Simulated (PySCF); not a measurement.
C2H9ClOSi2, SMILES CO[Si@H](Cl)[SiH2]C. Heavy atoms are numbered as in [CH3:1][O:2][Si@H:3]([Cl:4])[SiH2:5][CH3:6]. Hydrogens are named by the atom that carries them.

Geometry: r2SCAN-D4/def2-SVP. The structure was generated by enumeration; whether it is a known compound was not checked. One conformer was computed; it need not be the lowest.

Calculation: PBE/pcSseg-1 run with PySCF.

GIAO shieldings, no solvent; atoms alike by connectivity are averaged. δ = σ(ref) − σ: ¹³C against TMS (σ = 182.0 ppm); ¹⁷O against H2O (σ = 334.3 ppm); ²⁹Si against TMS (σ = 335.4 ppm); ³⁵Cl against HCl (σ = 936.5 ppm); ¹H against TMS (σ = 31.49 ppm), references at their B3LYP-D3(BJ)/def2-TZVP geometries, non-relativistic (without spin–orbit terms, shifts of atoms bonded to Cl or Br come out too high).

| nucleus | atoms | count | δ (ppm) |
|---|---|---|---|
| ¹³C | C1 (CH3) | 1 | 59.1 |
| ¹³C | C6 (CH3) | 1 | -9.9 |
| ¹⁷O | O2 | 1 | 61.0 |
| ²⁹Si | Si3 (SiH) | 1 | 17.2 |
| ²⁹Si | Si5 (SiH2) | 1 | -72.7 |
| ³⁵Cl | Cl4 | 1 | 55.5 |
| ¹H | H on Si3 | 1 | 6.39 |
| ¹H | H on Si5 | 2 | 4.19 |
| ¹H | H on C1 | 3 | 4.13 |
| ¹H | H on C6 | 3 | 0.57 |
